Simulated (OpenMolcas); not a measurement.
An OpenMolcas run meant for Hf (ANO-RCC-VDZ, DKH3; inactive shells 1s 2s 2p 3s 3p 3d 4s 4p 4d 4f 5s 5p; intended active space 4 electrons in 6 orbitals (5d 6s)). One step of its input:

```
&RASSCF
FileOrb=start.orb
Symmetry=1
Spin=5
nActEl=4 0 0
Inactive=15 19
Ras2=6 0
CIRoot=15 15 1
SDav=15
CIMx=300
Iter=51 100
PrWF=0.3
OrbListing=Nothing
MaxOrb=0
Atom
Thrs=1.0e-5 5.0e-1 5.0e-1
```

The run finished. Its levels beside those of a sound run (CASSCF), in cm⁻¹ above each run's lowest level:

| Level | This run | Usual run |
| --- | --- | --- |
| 5d² 6s² ³F₂ | 0.0 | 0.0 |
| 5d² 6s² ³F₃ | 2181 | 2192 |
| 5d² 6s² ³F₄ | 4290 | 4297 |
| 5d² 6s² ³P₀ | 4304 | 4314 |
| 5d² 6s² ³P₂ [61 %] | 5043 | 5012 |
| 5d² 6s² ³P₁ | 5147 | 5158 |
| 5d² 6s² ¹D₂ [59 %] | 8471 | 8403 |
| 5d³ 6s ⁵F₁ | 8878 | 8698 |
| 5d³ 6s ⁵F₂ | 9527 | 9348 |
| 5d³ 6s ⁵F₃ | 10450 | 10273 |
| 5d² 6s² ¹G₄ | 11056 | 10943 |
| 5d³ 6s ⁵F₄ | 11579 | 11406 |
| 5d³ 6s ⁵F₅ | 12766 | 12600 |
| 5d³ 6s ⁵P₁ | 18124 | 17958 |

Which setting is unsound, and how much does it matter here?

The convergence thresholds are far too loose, so the orbitals stop early. Against the sound run the excited levels shown move by 99 cm-1 on average and by 180 cm-1 at most.

Some high roots are left out of the spin-orbit mixing, which shifts the levels that they would mix with. Without dynamic correlation excited terms often stand tens of per cent too high (terms of higher spin than the ground term too low), and those without a measured partner can miss by more than the paired ones. A single d shell beside an s shell can misplace configurations of different d count against each other. Only configurations of the active space appear.

A share in square brackets marks a mixed level and gives the weight of the term that names it, the lowest over the columns.
